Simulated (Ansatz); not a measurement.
Reaction (formal exchange of groups at the Si–C bond): `CC[SiH2]S` + CH₃NH₂ → `NC[SiH2]S` + `CC`

Program: Ansatz. Geometries: PBE0-D4/def2-TZVP. ΔE: electronic, gas phase. CCSD(T)/CBS is the MP2 limit (def2-TZVPP, def2-QZVPP) plus CCSD(T) − MP2 in def2-TZVPP, frozen cores. This one scheme is used for every species. Each species was taken in one conformer, which may not be the lowest.

`CC[SiH2]S`:

Z-matrix (Å, degrees):
```
C
C 1 1.527
H 1 1.093 2 111.4
H 1 1.093 2 111.5 3 120.0
H 1 1.093 2 111.4 3 -120.0
Si 2 1.871 1 112.8 3 -60.7
H 2 1.095 1 111.0 3 60.6
H 2 1.096 1 110.5 3 178.1
S 6 2.143 2 113.0 1 178.5
H 6 1.489 2 109.5 1 -58.0
H 6 1.486 2 111.0 1 62.3
H 9 1.344 6 94.7 2 64.1
```

CH₃NH₂:

Cartesian coordinates in Å:
```
C -0.373 0.360 0.232
N 0.707 -0.289 -0.491
H -1.024 -0.312 0.811
H -1.003 0.907 -0.473
H 0.044 1.096 0.922
H 0.340 -0.968 -1.146
H 1.309 -0.794 0.146
```

`NC[SiH2]S`:

Cartesian coordinates in Å:
```
N -0.668 1.694 0.011
C -0.767 0.246 -0.126
Si 0.971 -0.453 -0.291
S 0.987 -2.596 -0.292
H -1.579 2.134 -0.017
H -0.237 1.948 0.891
H -1.293 0.009 -1.056
H -1.315 -0.269 0.679
H 1.802 0.076 0.827
H 1.582 -0.076 -1.587
H 0.518 -2.712 0.962
```

`CC`:

```xyz
8

C     0.235    0.721   -0.038
C    -0.235   -0.721    0.038
H     0.863    0.981    0.817
H     0.820    0.903   -0.942
H    -0.609    1.415   -0.048
H    -0.863   -0.981   -0.817
H    -0.820   -0.903    0.942
H     0.609   -1.415    0.048
```

| species | HF/CBS(def2) energy (Eh) |
| --- | --- |
| `CC[SiH2]S` | -766.97498 |
| CH₃NH₂ | -95.26299 |
| `NC[SiH2]S` | -782.97028 |
| `CC` | -79.26645 |

Question: Work out ΔE.

Answer: ΔE = (-782.97028) + (-79.26645) − (-766.97498) − (-95.26299) = 0.00124 Eh = +3.3 kJ/mol. CCSD(T)/CBS gives +3.8 kJ/mol.

Largest T1 diagnostic among the species: 0.010.
